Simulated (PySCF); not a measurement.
## Level sweep

Species: H7NOSeSi2.
Geometry (PBE0-D3(BJ)/def2-SVP, Å), atoms numbered from 1 in this order:
```xyz
12
H7NOSeSi2 angstrom
N     -2.1147   -0.6662    1.1031
Si    -0.8963   -0.1913   -0.0094
O     -1.0250   -1.0881   -1.3982
Se     1.0289   -0.5237    1.1767
Si     2.2852    0.8885   -0.1065
H     -3.0869   -0.7080    0.8170
H     -2.0185   -0.4629    2.0910
H     -0.9031    1.2047   -0.5260
H     -0.9628   -2.0417   -1.2789
H      1.9688    2.3182    0.1846
H      2.0502    0.6237   -1.5562
H      3.7099    0.6136    0.2374
```

PySCF, dipoles from the SCF density, polarisabilities from static response with core orbitals frozen. The structure is a single PBE0-D3(BJ)/def2-SVP conformer in the gas phase; no vibrational or solvent corrections. The LDA/def2-SVPD calculation is non-relativistic and has no spin–orbit coupling, an omission that weighs most on selenium.

The anisotropy is √(½[(α1 − α2)² + (α2 − α3)² + (α3 − α1)²]).

```tsv
level	μ (D)	α (Å³)	anisotropy (Å³)
LDA/def2-SVPD	1.558	15.14	5.13
PBE/def2-SVPD	1.587	14.92	5.00
B3LYP/def2-SVPD	1.530	14.35	4.61
PBE0/def2-SVPD	1.536	14.22	4.59
BHandHLYP/def2-SVPD	1.485	13.69	4.23
CAM-B3LYP/def2-SVPD	1.491	14.06	4.39
wB97X-D/def2-SVPD	1.517	14.07	4.39
LC-wPBE/def2-SVPD	1.501	13.72	4.24
HF/def2-SVPD	1.485	13.01	3.74
PBE0/6-31G*	1.749	11.38	4.78
PBE0/def2-SVP	1.789	11.71	4.81
PBE0/aug-cc-pVDZ	1.477	14.43	4.72
PBE0/def2-TZVP	1.647	13.28	4.80
PBE0/def2-TZVPD	1.540	14.35	4.67
```

The dipole runs from 1.48 D (PBE0/aug-cc-pVDZ) to 1.79 D (PBE0/def2-SVP). No reference polarisability is at hand; against PBE0 in the largest diffuse basis at hand (def2-TZVPD) the other PBE0 rows deviate by 6-31G* -21%, def2-SVP -18%, def2-SVPD -1%, aug-cc-pVDZ +1%, def2-TZVP -7%. In one basis (def2-SVPD) the functionals order the polarisability from HF (lowest) to LDA (highest), a spread of 16%. With PBE0 the polarisability is 12.12 Å³ without diffuse functions (mean of 6-31G*, def2-SVP and def2-TZVP) and 14.33 Å³ with them (mean of def2-SVPD, aug-cc-pVDZ and def2-TZVPD).

Without π bonds the low states are Rydberg-like; a valence basis with one diffuse set may place them up to an eV too high.
